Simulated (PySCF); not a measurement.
Compounds:
1. `C(#N)[C@@]12C[C@@H]1[C@@H]2[SiH3]`, C₅H₇NSi
2. SMILES O=C1C[SiH2]O[Si@@H](C)O1, C₃H₈O₃Si₂
3. `C(=C)[Si@@H](O)[Si@](F)([SiH3])O[SiH3]`, C₂H₁₁FO₂Si₄
4. SMILES O([Si@H](O[SiH2]C#C)O)C, C₃H₈O₃Si₂
5. `F/C(=C\[SiH2]O[SiH3])[SiH2]O[SiH3]`, C₂H₁₁FO₂Si₄
6. `O=C[Si@@H]1C[C@@H]1[SiH](O)O`, C₃H₈O₃Si₂

- shieldings: GIAO PBE0/pcSseg-1
- geometry: GFN2-xTB
- run in PySCF 2.14
- no solvent model, one averaged value for each set of equivalent atoms, relativity neglected, one computed conformer

References, each an isolated molecule treated in the same way: ¹H, ¹³C against TMS. Shifts are as computed. Against solution values, carbons near 30 ppm lie about +3 ppm off and those near 130 ppm about +5 ppm. Of 1309 compounds with measured shifts, 239 miss one by over three times the rms of a fit or turn the order of signals round; such compounds aren't used in these exercises. OH and NH positions are gas-phase values without hydrogen bonding to other molecules.

**Question.** Which show a ¹³C signal between 160 and 185 ppm?

**Answer.** 2 (170.6: carbonyl carbon).

**Question.** Which show a ¹H signal between 3 and 4.5 ppm from a carbon-bound hydrogen?

**Answer.** 4 (3.92: hydrogen on a methyl carbon bonded to O).

**Question.** Which show a ¹³C signal above 185 ppm?

**Answer.** 5 (189.4: fully substituted alkene carbon); 6 (258.7: carbonyl carbon).

**Question.** Which give exactly 5 ¹³C signals?

**Answer.** 1 (δ 124.0, 39.9, 37.2, 19.6, -6.1).
